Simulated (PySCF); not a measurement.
PySCF input:

```python
from pyscf import gto, scf, mp, cc as ccmod

mol = gto.M(
    atom='''
    Si   -0.96272697    0.01639356   -0.05969868
    Cl    0.98761079   -0.01681728    0.06124173
    H    -1.63462977    1.31893689   -0.08644145
    H    -1.67657612   -1.26255284   -0.11888637
    ''',
    basis='cc-pvdz',
    charge=1,
    spin=0,
    verbose=4,
)

mf = scf.RHF(mol)
mf.conv_tol = 1e-10
mf.max_cycle = 100
mf.kernel()
mp2 = mp.MP2(mf, frozen=10).run()
cc = ccmod.CCSD(mf, frozen=10)
cc.max_cycle = 100
cc.kernel()
et = cc.ccsd_t()
print(f'E(CCSD(T)) = {cc.e_tot + et:.9f}')
```

Task: Which total energy does the run end on?

Result: -749.57364 Eh (CCSD(T)/cc-pVDZ).
